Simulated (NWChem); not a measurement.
System: C$_{2}$H$_{4}$FNSi; SMILES F[Si@H]1C=NC1

NWChem printed, in part:

```
             Northwest Computational Chemistry Package (NWChem) 7.3.0
             --------------------------------------------------------

                             Geometry "geometry" -> ""
                             -------------------------

 Output coordinates in angstroms (scale by  1.889725989 to convert to a.u.)

  No.       Tag          Charge          X              Y              Z
 ---- ---------------- ---------- -------------- -------------- --------------
    1 F                    9.0000    -0.01007700    -1.93616600    -0.50869600
    2 Si                  14.0000     0.01940100    -0.56987700     0.37336600
    3 C                    6.0000     1.09941100     0.88500800    -0.08842000
    4 N                    7.0000     0.11473600     1.71072100    -0.16775400
    5 C                    6.0000    -1.11231900     0.88328700    -0.06063400
    6 H                    1.0000     0.07963100    -1.00893500     1.79829800
    7 H                    1.0000     2.13899800     1.22781500    -0.17856900
    8 H                    1.0000    -1.82720000     1.28845900     0.67302000
    9 H                    1.0000    -1.62237500     0.83754300    -1.03576900

 Effective nuclear repulsion energy (a.u.)     219.4170169504

                                 NWChem DFT Module
                                 -----------------

 Summary of "ao basis" -> "ao basis" (spherical)
 ------------------------------------------------------------------------------
       Tag                 Description            Shells   Functions and Types
 ---------------- ------------------------------  ------  ---------------------
 F                          def2-svp                 6       14   3s2p1d
 Si                         def2-svp                 8       18   4s3p1d
 C                          def2-svp                 6       14   3s2p1d
 N                          def2-svp                 6       14   3s2p1d
 H                          def2-svp                 3        5   2s1p

 in cosmo_initialize ...
 calling solv_data for solv:h2o

 solvent parameters
 solvname_short: h2o
 solvname_long:  water
 dielec:       78.4000
 dielecinf:     1.7769
 aqueous SMD model solvent descriptors
 dielec:       78.4000
 sola:          0.8200

          ---------------
          -cosmo- solvent
          ---------------
 Cosmo: York-Karplus, doi: 10.1021/jp992097l
 dielectric constant -eps-     =  78.40
 screen = (eps-1)/(eps    )    =   0.98724
 surface charge correction     = lagrangian

   van der Waals surface
 --------------------------

 ---------- ATOMIC COORDINATES (A.U.) ------------ VDWR(ANG.) --
     1   -0.01904277   -3.65882321   -0.96129605     1.730
     2    0.03666257   -1.07691138    0.70555943     2.470
     3    2.07758554    1.67242262   -0.16708957     1.850
     4    0.21681960    3.23279393   -0.31700909     1.890
     5   -2.10197812    1.66917040   -0.11458165     1.850
     6    0.15048077   -1.90661069    3.39829047     1.200
     7    4.04212011    2.32023391   -0.33744648     1.200
     8   -3.45290733    2.43483446    1.27182338     1.200
     9   -3.06584420    1.58272677   -1.95731960     1.200
 number of segments per atom =        128
 number of   points per atom =        128
 atom (   nspa,  nppa )
 ----------------------
    1 (     67,     0 )       0
    2 (     77,     0 )       0
    3 (     44,     0 )       0
    4 (     62,     0 )       0
    5 (     36,     0 )       0
    6 (     32,     0 )       0
    7 (     54,     0 )       0
    8 (     55,     0 )       0
    9 (     54,     0 )       0
 number of -cosmo- surface points =      481
 molecular surface =    114.180 angstrom**2
 molecular volume  =     98.482 angstrom**3
 -lineq- algorithm             =   0
 -bem- low  level              =   3
 -bem- from -octahedral-
 gaussian surface charge width =   4.50000
 degree of switching           =   1.00000
 switching function tolerance  =   0.00010
 atomic radii =
 --------------
    1  9.000  1.730
    2 14.000  2.470
    3  6.000  1.850
    4  7.000  1.890
    5  6.000  1.850
    6  1.000  1.200
    7  1.000  1.200
    8  1.000  1.200
    9  1.000  1.200
 ...... end of -cosmo- initialization ......

[...]

                                COSMO-SMD solvation results
                                ---------------------------

             internal energy in gas <Psi(g)|H|Psi(g)> =      -522.065503767156
         internal energy in solvent <Psi(s)|H|Psi(s)> =      -522.064532636394
                               delta internal energy  =         0.000971130762 (    0.61 kcal/mol)
   total free energy in solvent <Psi(s)|H+V/2|Psi(s)> =      -522.073050976944
 polarization energy contribution <Psi(s)|V/2|Psi(s)> =        -0.008518340550 (   -5.35 kcal/mol)
    total free energy in solvent including G(SMD-CDS) =      -522.068284989031
                       G(SMD-CDS) energy contribution =         0.004765987913 (    2.99 kcal/mol)
     1 M fixed-concentration free energy of solvation =        -0.002781221875 (   -1.75 kcal/mol)

                       DFT Final Molecular Orbital Analysis
                       ------------------------------------

 Vector   21  Occ=2.000000D+00  E=-3.307867D-01
              MO Center=  1.9D-02,  1.1D+00, -1.1D-01, r^2= 2.3D+00
   Bfn.  Coefficient  Atom+Function         Bfn.  Coefficient  Atom+Function
  ----- ------------  ---------------      ----- ------------  ---------------
    38      0.357087  3 C  pz                52     -0.340712  4 N  pz
    41      0.242547  3 C  pz                55      0.239831  4 N  pz
    66     -0.232391  5 C  pz                90      0.232472  9 H  s
    85     -0.145528  8 H  s                 91      0.112815  9 H  s
    69     -0.111905  5 C  pz                22      0.080395  2 Si px

 Vector   22  Occ=2.000000D+00  E=-3.267527D-01
              MO Center= -1.7D-01,  4.8D-01,  4.2D-02, r^2= 2.7D+00
   Bfn.  Coefficient  Atom+Function         Bfn.  Coefficient  Atom+Function
  ----- ------------  ---------------      ----- ------------  ---------------
    65      0.283430  5 C  py                22      0.243252  2 Si px
    64     -0.238686  5 C  px                37     -0.227148  3 C  py
    63     -0.200513  5 C  s                 85      0.184075  8 H  s
    36     -0.182202  3 C  px                68      0.178577  5 C  py
    35      0.170212  3 C  s                 80     -0.170967  7 H  s

 Vector   23  Occ=2.000000D+00  E=-2.617863D-01
              MO Center=  1.4D-01,  1.1D+00,  3.1D-03, r^2= 2.8D+00
   Bfn.  Coefficient  Atom+Function         Bfn.  Coefficient  Atom+Function
  ----- ------------  ---------------      ----- ------------  ---------------
    51      0.446848  4 N  py                54     -0.372786  4 N  py
    37      0.217449  3 C  py                65      0.205120  5 C  py
    17     -0.202033  2 Si s                 49     -0.179482  4 N  s
    75      0.166688  6 H  s                 76      0.163564  6 H  s
    23     -0.131290  2 Si py                35     -0.130995  3 C  s

 Vector   24  Occ=0.000000D+00  E=-3.700446D-02
              MO Center=  5.1D-01,  9.0D-01, -5.3D-02, r^2= 2.5D+00
   Bfn.  Coefficient  Atom+Function         Bfn.  Coefficient  Atom+Function
  ----- ------------  ---------------      ----- ------------  ---------------
    55      0.492870  4 N  pz                52     -0.437977  4 N  pz
    41     -0.432478  3 C  pz                38     -0.365065  3 C  pz
    27     -0.287671  2 Si pz                76      0.232194  6 H  s
    26     -0.199046  2 Si py                 3     -0.144218  1 F  s
    91      0.117829  9 H  s                 40     -0.103582  3 C  py

 Vector   25  Occ=0.000000D+00  E= 4.603374D-02
              MO Center=  2.0D-01, -6.1D-01,  4.2D-01, r^2= 3.7D+00
   Bfn.  Coefficient  Atom+Function         Bfn.  Coefficient  Atom+Function
  ----- ------------  ---------------      ----- ------------  ---------------
    63      1.085085  5 C  s                 25      1.075124  2 Si px
    35     -0.717546  3 C  s                 91     -0.341765  9 H  s
    26     -0.320182  2 Si py                81      0.266196  7 H  s
    22      0.248603  2 Si px                68     -0.236906  5 C  py
    40      0.231601  3 C  py                 7     -0.191466  1 F  px

 Vector   26  Occ=0.000000D+00  E= 5.568877D-02
              MO Center= -3.1D-01, -6.5D-01,  3.6D-01, r^2= 3.6D+00
   Bfn.  Coefficient  Atom+Function         Bfn.  Coefficient  Atom+Function
  ----- ------------  ---------------      ----- ------------  ---------------
    26      0.907781  2 Si py                18     -0.520325  2 Si s
     3      0.482131  1 F  s                 76      0.441631  6 H  s
    25      0.368218  2 Si px                41     -0.299003  3 C  pz
    49     -0.273665  4 N  s                 91      0.251941  9 H  s
    86     -0.217335  8 H  s                 35     -0.201238  3 C  s

     Multipole analysis of the density
     ---------------------------------

     L   x y z        total         alpha         beta         nuclear
     -   - - -        -----         -----         ----         -------
     0   0 0 0     -0.000000    -23.000000    -23.000000     46.000000

     1   1 0 0     -0.068920      0.271979      0.271979     -0.612878
     1   0 1 0     -0.195467      0.350200      0.350200     -0.895868
     1   0 0 1      0.361312      0.334444      0.334444     -0.307576

     2   2 0 0    -22.823943    -56.633246    -56.633246     90.442548
     2   1 1 0     -0.228874     -0.419036     -0.419036      0.609199
     2   1 0 1      0.000317     -0.082201     -0.082201      0.164720
     2   0 2 0    -33.318965   -147.072868   -147.072868    260.826771
     2   0 1 1     -0.607123     -2.181555     -2.181555      3.755987
     2   0 0 2    -26.319400    -29.833121    -29.833121     33.346842
```

Level: PBE0/def2-SVP, SMD on the gas-phase geometry. Coordinates come from a PBE0/def2-SVP optimisation. Solvent: water.

Question: Write an input that gives this output.

Answer: Several could match; the one computed here: the input that was run:
```
start job
memory heap 200 mb stack 900 mb global 1100 mb
geometry units angstroms noautosym nocenter noautoz
  F     -0.010077    -1.936166    -0.508696
  Si     0.019401    -0.569877     0.373366
  C      1.099411     0.885008    -0.088420
  N      0.114736     1.710721    -0.167754
  C     -1.112319     0.883287    -0.060634
  H      0.079631    -1.008935     1.798298
  H      2.138998     1.227815    -0.178569
  H     -1.827200     1.288459     0.673020
  H     -1.622375     0.837543    -1.035769
end
basis spherical
  * library def2-svp
end
dft
  xc pbe0
  iterations 150
end
cosmo
  do_cosmo_smd true
  solvent water
end
task dft energy
```
